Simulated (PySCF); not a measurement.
**Basis and Hamiltonian dependence of the excitation energy of Mn**

Mn [Ar] 3d5 4s2 (6S) → Mn [Ar] 3d7 (4F). All values are computed (PySCF 2.14, energy differences of UHF-based or UKS calculations, no spin-orbit coupling). Values in eV.

| basis | Hamiltonian | functions | UHF | r2SCAN | PBE0 | MP2 (valence) | CCSD(T) (valence) |
| --- | --- | --- | --- | --- | --- | --- | --- |
| ANO-RCC-VTZP | spin-free X2C | 59 | 9.277 | 5.415 | 5.535 | 5.921 | 6.569 |
| aug-cc-pVDZ | non-relativistic | 59 | 8.650 | 4.937 | 5.151 | 6.116 | 6.300 |
| aug-cc-pVDZ-DK | spin-free X2C | 59 | 8.976 | 5.327 | 5.535 | 6.522 | 6.645 |
| x2c-TZVPPall | spin-free X2C | 64 | 9.121 | 5.310 | 5.483 | 6.017 | 6.510 |
| aug-cc-pVTZ-DK | spin-free X2C | 93 | 8.939 | 5.185 | 5.388 | 6.248 | 6.362 |
| aug-cc-pVTZ | non-relativistic | 93 | 8.614 | 4.803 | 5.013 | 5.834 | 6.017 |
| def2-QZVPPD | non-relativistic | 100 | 8.685 | 4.839 | 5.040 | 5.642 | 5.973 |
| dyall-av2z | non-relativistic | 101 | 8.679 | 4.837 | 5.046 | 5.931 | 6.175 |
| x2c-QZVPPall | spin-free X2C | 103 | 9.020 | 5.227 | 5.411 | 6.040 | n/a |
| aug-cc-pVTZ with one added diffuse shell each of s, p, d, f, g type | non-relativistic | 118 | 8.610 | 4.790 | 5.009 | 5.825 | n/a |
| x2c-QZVPPall with one added diffuse shell each of s, p, d, f, g type | spin-free X2C | 128 | 8.933 | 5.171 | 5.378 | 6.204 | n/a |
| aug-cc-pVQZ | non-relativistic | 140 | 8.606 | 4.768 | 5.002 | 5.719 | n/a |
| aug-cc-pwCVTZ-DK with one added diffuse shell each of s, p, d, f, g type | spin-free X2C | 152 | 8.935 | 5.162 | 5.379 | 6.176 | n/a |

Problem. Estimate the row for aug-cc-pwCVTZ-DK (spin-free X2C, 127 functions).

Solution. From the rows with the same Hamiltonian and similar size; the calculation gives UHF 8.94; r2SCAN 5.17; PBE0 5.38; MP2 (valence) 6.18 (eV).

Frozen in the all-electron rows: valence: [Ar].

At UHF, ANO-RCC-VTZP lies more than 0.3 eV from the median of the rows with comparable relativity. Of these, ANO-RCC-VTZP has no diffuse functions of the l that the added or promoted electron needs.

Non-relativistic rows lack the scalar-relativistic shift.
